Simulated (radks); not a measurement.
Task: Radial electron density D(r) = 4 pi r^2 rho(r) of an atom or ion with 19 electrons. Calculated with a radial shooting solver on a logarithmic mesh with Libxc functionals: scalar-relativistic Kohn-Sham, PBE, spin-polarised, spherical densities, finite nucleus; Fermi nuclear charge, rms radius of each element as measured or else 0.836 A^(1/3) + 0.57 fm.

```
   r/bohr * D(r) (the largest magnitude, 47.7, reaches the edge; | marks zero)
 0.002982 |  *
 0.003336 |   *
 0.003731 |   *
 0.004173 |    *
 0.004668 |      *
 0.005221 |       *
 0.005839 |        *
 0.006531 |          *
 0.007306 |            *
 0.008171 |              *
  0.00914 |                 *
  0.01022 |                    *
  0.01143 |                       *
  0.01279 |                          *
  0.01431 |                             *
    0.016 |                                 *
   0.0179 |                                    *
  0.02002 |                                       *
  0.02239 |                                          *
  0.02504 |                                            *
  0.02801 |                                              *
  0.03133 |                                              *
  0.03505 |                                              *
   0.0392 |                                             *
  0.04384 |                                           *
  0.04904 |                                         *
  0.05485 |                                       *
  0.06135 |                                      *
  0.06862 |                                      *
  0.07676 |                                       *
  0.08585 |                                          *
  0.09603 |                                             *
   0.1074 |                                                 *
   0.1201 |                                                    *
   0.1344 |                                                      *
   0.1503 |                                                     *
   0.1681 |                                                  *
    0.188 |                                            *
   0.2103 |                                     *
   0.2352 |                             *
   0.2631 |                       *
   0.2943 |                    *
   0.3292 |                   *
   0.3682 |                    *
   0.4118 |                      *
   0.4606 |                       *
   0.5152 |                       *
   0.5763 |                    *
   0.6446 |               *
    0.721 |          *
   0.8064 |      *
    0.902 |   *
    1.009 | *
    1.128 |*
    1.262 *
    1.412 *
    1.579 *
    1.766 *
```

What is the nuclear charge?

Result: Z = 33. The innermost maximum, from 1s, lies near gamma/Z bohr with gamma = sqrt(1 - (Z/c)^2) = 0.971, here 0.0294 bohr (found: 0.0321), and its height grows with Z. The density is that of the arsenic ion As14+ in [Ar] 3d1; the configuration itself is not fixed sharply by these data, and Z only to about a unit. D(r) has 3 maxima, at r = 0.0321, 0.139, 0.464 bohr, and minima at 0.0659, 0.321 bohr, inside which lie 2.07, 10.54 electrons.
